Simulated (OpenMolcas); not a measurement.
Consider [Cu2(μ-F)2(F)4]2-, a planar model complex in vacuum (2 bridging F, bridge angle 96°, metal-metal distance 2.84 Å, Cu–F 1.91 Å; typed geometry, not optimised).

```xyz
8

Cu    -1.4187     0.0000     0.0000
Cu     1.4187     0.0000     0.0000
F      0.0000     1.2774     0.0000
F      0.0000    -1.2774     0.0000
F     -2.7551     1.3364     0.0000
F     -2.7551    -1.3364     0.0000
F      2.7551     1.3364     0.0000
F      2.7551    -1.3364     0.0000
```

**Question.** Give the energies of the total-spin states at CASSCF(2,2) on the singly occupied d orbitals (ANO-RCC-VDZP, scalar-relativistic DKH2, RICD, no spin-orbit coupling, OpenMolcas), and the exchange constant.

**Answer.** Local spins 1/2 and 1/2.

```json
[
 {"total S": "1", "E (cm⁻¹)": "0.0", "natural occupations, lowest and highest": "1.000, 1.000"},
 {"total S": "0", "E (cm⁻¹)": "15.5", "natural occupations, lowest and highest": "0.989, 1.011"}
]
```

J = 7.7 cm⁻¹ (ferromagnetic).

J is defined by H = −2J S1·S2, so negative values are antiferromagnetic. Wave-function values come from the highest and lowest total spin; broken-symmetry values use Yamaguchi's formula with the computed ⟨S²⟩. The active space holds the singly occupied metal orbitals alone, without bridging-ligand orbitals. No row is a measured value.
